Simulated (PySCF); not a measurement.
## Solvent effects on NMR parameters

Bonds (- single, = double, # triple, : aromatic): C1=C2, C2-C3, C2-C4, C4-C5, C5-S6, S6-C7, C7-C8. C1 carries H9, H10; C3 carries H11, H12, H13; C4 carries H14, H15; C5 carries H16, H17; C7 carries H18, H19; C8 carries H20, H21, H22. H10 is cis to C3; H9 is trans to C3.

GIAO PBE0/pcSseg-1 in PySCF 2.14 on one PBE0-D3(BJ)/def2-SVP conformer, non-relativistic, equivalent nuclei averaged. Solvents enter as an IEF-PCM continuum (tetrahydrofuran with ε = 7.4, dichloromethane with ε = 8.9) around the gas-phase geometry. Shifts are referred to TMS, CS2 computed in the same medium.

In tetrahydrofuran, δ in ppm: C2 157.3, C1 120.1, C4 41.3, C5 30.5, C7 26.1, C3 24.2, C8 15.1, S6 -12.5, H9 5.17, H10 5.16, H18/H19 2.43, H16/H17 2.39, H14/H15 2.11, H11/H12/H13 1.84. Dipole moment 2.51 D.

Q: How does each δ change in the more polar medium?

A: 
```csv
atoms,environment,"Δδ, dichloromethane"
C2,fully substituted alkene carbon,+0.2
C1,terminal =CH2 carbon,0.0
C4,allylic sp3 CH2,0.0
C5,sp3 CH2 bonded to S,0.0
C7,sp3 CH2 bonded to S,0.0
C3,allylic methyl carbon,0.0
C8,methyl carbon,0.0
S6,sulfide sulfur,-0.6
H9,hydrogen on a terminal =CH2 carbon,0.00
H10,hydrogen on a terminal =CH2 carbon,0.00
H18/H19,hydrogen on an sp3 CH2 bonded to S,0.00
H16/H17,hydrogen on an sp3 CH2 bonded to S,0.00
H14/H15,hydrogen on an allylic sp3 CH2,0.00
H11/H12/H13,hydrogen on an allylic methyl carbon,0.00
```

Changes are relative to tetrahydrofuran. The dipole moment becomes 2.54 D in dichloromethane.

Q: Which nuclei move most (in ppm), and what does the model miss?

A: S6 (sulfide sulfur, -0.6 ppm) in dichloromethane. A continuum only polarises the solute; specific hydrogen bonds, the anisotropy of aromatic solvents and changes of geometry or conformer are outside it.
